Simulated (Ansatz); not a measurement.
[Ho(NH3)6]3+ (HoN₆H₁₈³⁺). Total charge 3; quintet. Geometry PBE-D4/def2-SVP, basis def2-TZVP, Ansatz.

| run | HOMO (eV) | LUMO (eV) |
| --- | --- | --- |
| A | -22.89 | -12.71 |
| B | -20.16 | -16.11 |
| C | -19.45 | -17.66 |
| D | -19.62 | -17.48 |
| E | -21.43 | -13.86 |

In the def2 sets Ho takes a core potential; there is no spin–orbit coupling. With an open 4f shell the SCF may have ended on a state above the lowest. No other spin state of charge 3 was run.

HOMO and LUMO are taken over both spins.

Q: The runs used BLYP, CAM-B3LYP, PBE, PBE0, r2SCAN. Estimate which is which.

A: A CAM-B3LYP (range-separated); B r2SCAN (0 % exact exchange); C PBE (0 % exact exchange); D BLYP (0 % exact exchange); E PBE0 (25 % exact exchange). Exact exchange lowers occupied and raises empty levels; among semilocal functionals meta-GGAs tend to open the gap a little, and such runs are hard to tell apart. The gap grows from 1.79 eV (PBE) to 10.17 eV (CAM-B3LYP).
